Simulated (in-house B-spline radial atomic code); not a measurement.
The numbers below are computed, except where a source is named.
Building a PAW s channel for O, r_c = 0.918 bohr

O, [He] 2s2 2p4, non-relativistic PBE, spherical and spin-unpolarised, from an all-electron radial atomic-structure program (B-spline basis) (atomic units; all potentials screened as in the neutral atom).

Two all-electron partial waves φ1, φ2 are integrated outwards at E1 = ε(2s) = -0.878848 and E2 = E1 + 2 hartree; φ1 is the bound orbital and φ2 has unit norm inside r_c = 0.9176 bohr. Smooth partners are polynomials, r^1(a0 + a1 r² + a2 r⁴ + a3 r⁶), matched to φ and three derivatives at r_c, with no condition on the norm. The local potential is -11.8346 + (28.4498) r² + (-31.4005) r⁴ + (13.3398) r⁶ inside 0.7513 bohr and the all-electron one outside.

```
wave     φ(r_c)     φ'(r_c)        a0          a1          a2         a3
   1  0.9594618  -0.1327545  1.655348  -0.6101447  -0.2997674   0.195211
   2   1.121838   -2.702513  3.617616   -3.158278   0.1352353  0.2819615
```

Inside r_c the overlaps are <φi φj> = [[0.38103, 0.61101], [0.61101, 1.00000]] and, for the smooth waves, [[0.43873, 0.73297], [0.73297, 1.25636]]. With χj = (Ej − T − V_local) applied to smooth wave j, the program's quadrature gives the matrix B_ij = <smooth i, χj> as [[1.04395, 2.25117], [2.00724, 4.34112]].

(1) Check the match of the first wave, and find the augmentation charges q_ij.

(2) B isn't symmetric. Show that D_ij = B_ij + Ej q_ij is.

Solving (T + V_local + Σ p D p) ψ = E (1 + Σ p q p) ψ in a sphere of 9 bohr gives these levels:

| all-electron | one projector | two projectors |
| --- | --- | --- |
| -0.878848 | -0.878848 | -0.878848 |
| 0.019106 | 0.018941 | 0.019106 |
| 0.260618 | 0.260132 | 0.260618 |
| 0.655045 | 0.653640 | 0.655045 |
| 1.193340 | 1.189830 | 1.193340 |

(3) What does the second projector gain?

Answers

(1) At r_c the four terms are 1.51895, -0.47140, -0.19501, 0.10692, which sum to 0.9595, φ1(r_c) to rounding. q_ij is the all-electron overlap less the smooth one: [[-0.05770, -0.12196], [-0.12196, -0.25636]]. The smooth first wave has a norm of 0.4387 inside r_c against 0.3810, so q11 is negative and must stay small enough for the overlap operator to be positive.

(2) Integrating by parts gives B12 − B21 = (E1 − E2) q12: 2.25117 − (2.00724) = 0.24393, and −2 × (-0.12196) = 0.24392. So D12 = 2.25117 + (1.121152)(-0.12196) = 2.11443 and D21 = 2.00724 + (-0.878848)(-0.12196) = 2.11443; D11 = 1.09466, D22 = 4.05370. The projectors, p = (B⁻¹)ᵀ χ, are dual to the smooth waves; det B = 0.013, small beside B11 B22, as the two smooth waves look alike inside r_c.

(3) With one projector the errors are 0.00, -0.16, -0.49, -1.40, -3.51 millihartree. With two the errors are 0.00, 0.00, 0.00, 0.00, 0.00 millihartree. The scattering is exact at E1 and at E2 = 1.121, and over all levels compared the largest error is under 0.01 millihartree. The lowest eigenvalue of the overlap operator is 0.7341 with one and 0.2672 with two projectors. The smooth orbital alone needs a cutoff of 20 hartree for 1 millihartree of kinetic energy, against 62.7 for a norm-conserving Troullier-Martins orbital of the same radius; part of the gain comes from giving up the norm, part from the simpler form.
